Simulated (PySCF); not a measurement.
Species: C₆H₇NS₃Si.
Structure used (GFN2-xTB), in Å, numbered top down from 1:
```
atom  x, y, z in Å
C1     0.8138    2.7827    1.1661
C2     0.4612    1.6441    1.0003
Si3   -0.0141   -0.1175    0.7099
S4     1.6025   -1.4324    1.2462
C5     2.7366   -1.0501   -0.1497
C6     3.2892    0.2627    0.0006
N7     3.7084    1.3154    0.1502
S8    -0.5865   -0.3823   -1.3514
C9    -2.3472   -0.1143   -0.9817
C10   -2.7851   -0.9585    0.1920
S11   -1.8644   -0.5413    1.7147
H12    1.1200    3.7781    1.3151
H13    3.5266   -1.8010   -0.1064
H14    2.1866   -1.1334   -1.0885
H15   -2.4905    0.9480   -0.7822
H16   -2.8955   -0.3930   -1.8816
H17   -2.6343   -2.0195   -0.0104
H18   -3.8361   -0.7813    0.4185
```

Computed at PBE0/pcSseg-1 (PySCF, non-relativistic), with Q(33S) = −0.0678 b, Q(14N) = 0.02044 b: S4, 33S (I = 3/2): χzz = 41.34 MHz, η = 0.829; N7, 14N (I = 1): χzz = -4.669 MHz, η = 0.008; S8, 33S (I = 3/2): χzz = 37.53 MHz, η = 0.732; S11, 33S (I = 3/2): χzz = 37.51 MHz, η = 0.769.

(1) Where would the pure quadrupole (NQR) lines of 33S at S4 fall for the rigid, isolated species?

(2) Find the zero-field quadrupole resonance frequencies of 14N at N7.

(3) Where would the pure quadrupole (NQR) lines of 33S at S8 fall for the rigid, isolated species?

(4) Find the zero-field quadrupole resonance frequencies of 33S at S11.

Results:

(1) From ν = (|χ|/2)√(1 + η²/3): ν = 22.92 MHz (sulfur bonded to C and Si).

(2) From ν± = (3/4)|χ|(1 ± η/3) and ν0 = |χ|η/2: ν+ 3.511 MHz, ν− 3.492 MHz, ν0 0.019 MHz (nitrile nitrogen).

(3) From ν = (|χ|/2)√(1 + η²/3): ν = 20.37 MHz (sulfur bonded to C and Si).

(4) From ν = (|χ|/2)√(1 + η²/3): ν = 20.52 MHz (sulfur bonded to C and Si).

In a crystal, neighbours and librations shift these lines. GFN2-xTB bond lengths can be off by several hundredths of an ångström, more for odd bonds, and the gradients follow them. The small basis limits the accuracy of the gradients.

These values come from a run that also computed NMR shieldings. Hardware: Arm Neoverse V1, one thread (shared host). Cost: 69 s wall.

One conformer stands for the species.
